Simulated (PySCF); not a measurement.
SMILES C[SiH]C, doublet, B3LYP/def2-SVP optimised geometry.

```
10

C     -0.52     0.61     0.00
Si     0.12    -1.17     0.00
C     -0.52    -2.16     1.48
H     -0.22     1.14     0.92
H     -0.13     1.17    -0.86
H     -1.63     0.63    -0.05
H      1.63    -1.17     0.00
H     -0.22    -1.69     2.43
H     -0.13    -3.19     1.47
H     -1.63    -2.22     1.47
```

Density from unrestricted B3LYP/def2-TZVP (PySCF) at that geometry.

Minimum of the electron density along straight lines between bonded atoms, close to the bond critical point (lines longer than 1.1 times the sum of covalent radii, or with two minima, are not listed):

```csv
bond,length / Å,ρ at the minimum / e bohr⁻³,∇²ρ there / e bohr⁻⁵,position (fraction from the first atom)
C1–Si2,1.896,0.117,0.14,0.61
Si2–C3,1.896,0.117,0.14,0.39
C1–H4,1.105,0.265,-0.86,0.64
C1–H5,1.102,0.268,-0.88,0.64
C1–H6,1.102,0.268,-0.88,0.64
Si2–H7,1.501,0.117,0.13,0.49
C3–H8,1.105,0.265,-0.86,0.64
C3–H9,1.102,0.268,-0.88,0.64
C3–H10,1.102,0.268,-0.88,0.64
```
